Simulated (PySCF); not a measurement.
Cyclo-(Cl2SnS)2.
Bonds: Sn1–Cl2, Sn1–Cl3, Sn1–S4, Sn1–S8, S4–Sn5, Sn5–Cl6, Sn5–Cl7, Sn5–S8.

The calculation used PySCF, PBE0-D3(BJ)/def2-SVP geometry optimisation, gas phase, def2 core potentials past Kr.

(1) Give the optimised bond lengths and angles.

Answers

(1) 
```json
{"bond": "Sn1–Cl2 and 3 like bonds", "length (bohr)": "4.390"}
{"bond": "Sn1–S4 and 3 like bonds", "length (bohr)": "4.575"}
```

Bonds in one row agree within 0.02 bohr and their mean is given. A selection of angles:
```json
{"angle": "Cl2–Sn1–Cl3", "degrees": "107.2"}
{"angle": "Cl2–Sn1–S4", "degrees": "112.9"}
{"angle": "Cl2–Sn1–S8", "degrees": "112.3"}
{"angle": "S4–Sn1–S8", "degrees": "97.8"}
{"angle": "Sn1–S4–Sn5", "degrees": "82.2"}
```

Torsions: Cl2–Sn1–S4–Sn5 -118° (anticlinal); Cl2–Sn1–S8–Sn5 118° (anticlinal); Sn1–S4–Sn5–Cl6 -119° (anticlinal); S4–Sn5–S8–Sn1 0° (synperiplanar).

All 4 S–Sn bonds measure 2.420 to 2.421 Å. Sn1 (tin bonded to 2 Cl and 2 S) is distorted tetrahedral (angles from 97.8° to 114.0°). All 4 Cl–Sn bonds measure 2.322 to 2.323 Å. S4 (sulfur bonded to 2 Sn) is bent (angle 82.2°).

Not checked by PBE0-D3(BJ)/def2-SVP frequencies. The numbers are those of one conformer.
